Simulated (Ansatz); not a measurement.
Relaxation of [(OH)2Al]2NH (Al₂NO₄H₅) with RKS B3LYP-D4/def2-SVP.

```sh
$ ansatz run in.yaml --threads 2 --pin off --events-out ev --progress --plain --max-ram 32768MiB --backend cpu
```

```yaml
crystal:
  periodic: [false, false, false]
  atoms:
    - {symbol: Al, position_ang: [0.565090, 0.867840, 0.646290]}
    - {symbol: O, position_ang: [-0.399430, 1.930770, 1.459950]}
    - {symbol: O, position_ang: [2.012160, 0.488480, 1.349150]}
    - {symbol: N, position_ang: [0.360180, 0.668830, -1.205620]}
    - {symbol: Al, position_ang: [-0.562020, -0.834200, -1.042870]}
    - {symbol: O, position_ang: [-0.487470, -0.887510, 0.682030]}
    - {symbol: O, position_ang: [-1.331010, -1.992480, -1.901160]}
    - {symbol: H, position_ang: [-1.118080, 2.511650, 1.645760]}
    - {symbol: H, position_ang: [2.863330, 0.084250, 1.387550]}
    - {symbol: H, position_ang: [0.600740, 1.183210, -2.034890]}
    - {symbol: H, position_ang: [-0.742070, -1.384690, 1.455650]}
    - {symbol: H, position_ang: [-1.761410, -2.636150, -2.441830]}
basis:
  gaussian: {orbitals: def2-SVP}
hamiltonian: {xc: {name: B3LYP}, dispersion: d4}
scf: {lower_state_search: "off"}
output: {orbitals: {seedname: orbitals}}
relax: {f_tol: 0.02, max_steps: 100}
```

It took 25 s on 2 threads of AMD EPYC 7R13 on a shared host.

Positions (Å) and forces (eV/Å) at steps 1, 2, 3, 4, 5, 6, 7, 8, 9, 10 of 10:

```xyz
12
step=1 energy=-22951.0369 eV
Al    0.565    0.868    0.646   -0.363   -0.529   -1.364
O    -0.399    1.931    1.460   -0.318    0.613    0.741
O     2.012    0.488    1.349    0.726    0.031    0.771
N     0.360    0.669   -1.206   -0.635   -1.075    0.755
Al   -0.562   -0.834   -1.043    0.503    0.859   -0.743
O    -0.487   -0.888    0.682    0.339    0.523    0.363
O    -1.331   -1.992   -1.901   -0.298   -0.456   -0.262
H    -1.118    2.512    1.646   -0.232    0.217   -0.034
H     2.863    0.084    1.388    0.315   -0.140   -0.114
H     0.601    1.183   -2.035    0.138    0.235   -0.060
H    -0.742   -1.385    1.456   -0.072   -0.129    0.123
H    -1.761   -2.636   -2.442   -0.103   -0.149   -0.177
12
step=2 energy=-22951.1409 eV
Al    0.559    0.858    0.666   -0.333   -0.472   -0.981
O    -0.385    1.964    1.480   -0.166    0.367    0.540
O     2.036    0.513    1.365    0.452    0.035    0.577
N     0.335    0.634   -1.175   -0.312   -0.501    0.141
Al   -0.578   -0.861   -1.068    0.274    0.496   -0.498
O    -0.495   -0.891    0.669    0.241    0.335    0.586
O    -1.346   -2.023   -1.943   -0.174   -0.276   -0.118
H    -1.095    2.566    1.657   -0.055    0.042   -0.102
H     2.899    0.121    1.390    0.052   -0.046   -0.148
H     0.593    1.170   -1.991    0.100    0.147    0.057
H    -0.750   -1.387    1.446   -0.067   -0.110    0.006
H    -1.774   -2.665   -2.495   -0.013   -0.016   -0.061
12
step=3 energy=-22951.1968 eV
Al    0.543    0.837    0.666   -0.098   -0.147   -0.200
O    -0.374    1.985    1.501    0.099   -0.012    0.235
O     2.047    0.526    1.381   -0.004    0.098    0.305
N     0.314    0.610   -1.166   -0.026    0.002   -0.253
Al   -0.593   -0.873   -1.093   -0.025   -0.056   -0.091
O    -0.496   -0.885    0.677    0.110    0.176    0.163
O    -1.357   -2.049   -1.976    0.007    0.005    0.114
H    -1.071    2.608    1.667    0.013   -0.047   -0.156
H     2.920    0.149    1.384   -0.078   -0.016   -0.186
H     0.601    1.173   -1.958    0.017    0.007    0.155
H    -0.754   -1.389    1.451   -0.042   -0.057   -0.084
H    -1.779   -2.692   -2.534    0.027    0.046   -0.001
12
step=4 energy=-22951.2551 eV
Al    0.505    0.766    0.721    0.450    0.876   -0.509
O    -0.374    1.934    1.598   -0.284    0.249    0.182
O     2.018    0.519    1.486    0.453   -0.196    0.027
N     0.325    0.613   -1.181    0.162    0.164    0.528
Al   -0.579   -0.859   -1.101    0.089    0.166   -0.349
O    -0.462   -0.831    0.681   -0.407   -0.678   -0.120
O    -1.371   -2.060   -1.910   -0.094   -0.167    0.086
H    -1.075    2.584    1.509    0.260   -0.296   -0.155
H     2.869    0.175    1.192   -0.451    0.136   -0.018
H     0.688    1.231   -1.897   -0.089   -0.103    0.041
H    -0.755   -1.392    1.394   -0.103   -0.177    0.319
H    -1.790   -2.680   -2.494    0.014    0.027   -0.034
12
step=5 energy=-22951.2935 eV
Al    0.523    0.797    0.702    0.145    0.303   -0.268
O    -0.374    1.951    1.571   -0.044    0.108    0.259
O     2.031    0.522    1.456    0.245   -0.049    0.186
N     0.328    0.622   -1.166    0.078    0.074    0.175
Al   -0.572   -0.858   -1.101   -0.009    0.035   -0.068
O    -0.474   -0.851    0.685   -0.183   -0.335   -0.038
O    -1.364   -2.057   -1.918   -0.029   -0.073    0.088
H    -1.091    2.580    1.527    0.076   -0.118   -0.184
H     2.880    0.143    1.223   -0.260    0.066   -0.123
H     0.664    1.234   -1.899   -0.041   -0.063    0.031
H    -0.766   -1.402    1.416    0.009    0.027   -0.011
H    -1.786   -2.682   -2.495    0.014    0.025   -0.046
12
step=6 energy=-22951.3354 eV
Al    0.524    0.804    0.718    0.087    0.177   -0.187
O    -0.373    1.954    1.600    0.087    0.005    0.245
O     2.039    0.521    1.464    0.102    0.009    0.197
N     0.335    0.624   -1.143    0.043    0.063    0.110
Al   -0.572   -0.854   -1.088    0.002    0.018   -0.054
O    -0.485   -0.855    0.696   -0.148   -0.267   -0.011
O    -1.361   -2.061   -1.899   -0.011   -0.037    0.113
H    -1.097    2.559    1.467   -0.057   -0.001   -0.177
H     2.856    0.144    1.139   -0.092    0.004   -0.119
H     0.688    1.234   -1.868   -0.048   -0.054   -0.015
H    -0.786   -1.409    1.421    0.023    0.057   -0.035
H    -1.769   -2.664   -2.509    0.012    0.025   -0.067
12
step=7 energy=-22951.4098 eV
Al    0.539    0.815    0.758    0.010   -0.011    0.115
O    -0.362    1.981    1.655   -0.071    0.028   -0.103
O     2.064    0.505    1.502    0.022   -0.029   -0.089
N     0.316    0.629   -1.086   -0.033   -0.039   -0.125
Al   -0.585   -0.862   -1.041    0.073    0.111    0.129
O    -0.495   -0.880    0.734    0.031    0.054   -0.012
O    -1.377   -2.100   -1.818   -0.186   -0.283   -0.196
H    -1.072    2.508    1.276    0.121   -0.099    0.036
H     2.820    0.146    1.029   -0.115    0.047    0.037
H     0.630    1.211   -1.850    0.035    0.057    0.021
H    -0.794   -1.428    1.462   -0.010   -0.023    0.036
H    -1.684   -2.526   -2.619    0.124    0.188    0.151
12
step=8 energy=-22951.4344 eV
Al    0.533    0.801    0.768    0.018    0.028    0.006
O    -0.369    1.985    1.635    0.012   -0.031   -0.011
O     2.069    0.504    1.490   -0.037   -0.002   -0.012
N     0.301    0.601   -1.080   -0.021   -0.038    0.038
Al   -0.599   -0.887   -1.002    0.012    0.021   -0.059
O    -0.496   -0.892    0.769   -0.005   -0.010    0.032
O    -1.403   -2.138   -1.782   -0.031   -0.052    0.055
H    -1.061    2.503    1.219    0.003   -0.002    0.001
H     2.808    0.156    0.987   -0.002    0.000    0.002
H     0.619    1.198   -1.830    0.010    0.018   -0.033
H    -0.787   -1.436    1.506    0.007    0.011   -0.010
H    -1.615   -2.396   -2.680    0.034    0.057   -0.009
12
step=9 energy=-22951.4348 eV
Al    0.530    0.802    0.762   -0.009   -0.001    0.050
O    -0.370    1.981    1.638    0.026   -0.029   -0.017
O     2.066    0.502    1.481   -0.013    0.005    0.002
N     0.299    0.598   -1.083    0.019    0.038   -0.116
Al   -0.600   -0.891   -1.006    0.138    0.208    0.209
O    -0.501   -0.891    0.770    0.006    0.018   -0.055
O    -1.403   -2.143   -1.772   -0.097   -0.165    0.060
H    -1.067    2.503    1.235   -0.004    0.001   -0.008
H     2.805    0.155    0.978    0.000   -0.001   -0.002
H     0.630    1.188   -1.837   -0.042   -0.056    0.073
H    -0.792   -1.430    1.510    0.002    0.007   -0.012
H    -1.597   -2.376   -2.677   -0.026   -0.025   -0.185
12
step=10 energy=-22951.4386 eV
Al    0.531    0.800    0.762    0.002    0.001    0.005
O    -0.370    1.981    1.630   -0.002    0.003    0.001
O     2.066    0.502    1.481    0.004    0.000    0.001
N     0.294    0.589   -1.083    0.006    0.009   -0.001
Al   -0.604   -0.898   -0.991    0.000   -0.001   -0.005
O    -0.498   -0.893    0.779    0.000    0.000    0.005
O    -1.414   -2.156   -1.766   -0.011   -0.017   -0.009
H    -1.063    2.502    1.220    0.000    0.000   -0.001
H     2.807    0.155    0.980    0.000    0.000    0.001
H     0.612    1.180   -1.839   -0.004   -0.004    0.000
H    -0.786   -1.430    1.522    0.002    0.002    0.000
H    -1.575   -2.333   -2.696    0.003    0.006    0.002
```
